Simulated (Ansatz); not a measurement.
# Multireference treatment of C3H6Si, singlet

Program: Ansatz, Gaussian basis, development build. Basis cc-pVTZ on C/H, cc-pV(T+d)Z on Si, nonrelativistic, no frozen core. State-specific CASSCF; RHF is the lowest restricted (open-shell) Hartree–Fock solution met. No symmetry is imposed, so a solution can break that of the shape. No proof that the lowest CASSCF solution was found.

Geometry:

```xyz
10

C     0.0000   -2.0457   -0.6085
Si    0.0000   -0.3329   -0.5925
C     0.0000    0.6871    0.9449
C     0.0000    2.0320    0.9316
H     0.0000   -2.6354    0.3031
H     0.0000   -2.6090   -1.5365
H     0.0000    0.4690   -1.8370
H     0.0000    0.1782    1.9077
H     0.0000    2.5987    0.0039
H     0.0000    2.6192    1.8462
```

(1) What do CASSCF and its corrections give against RHF in CAS(4,4), and what are the occupations?

(2) Roughly how much CPU time does a whole run from the default start take (median of such runs, summed over threads; nearly all runs on one pinned thread of a shared server, mostly Xeon at 2.3 to 2.6 GHz, by a development driver)?

Answers

(1) CASSCF -1.344 eV, SC-NEVPT2 -20.978 eV; occupations 1.93, 1.89, 0.11, 0.07.

(2) CAS(4,4): about 17 s. Other jobs ran beside these, and the count of passes differs.
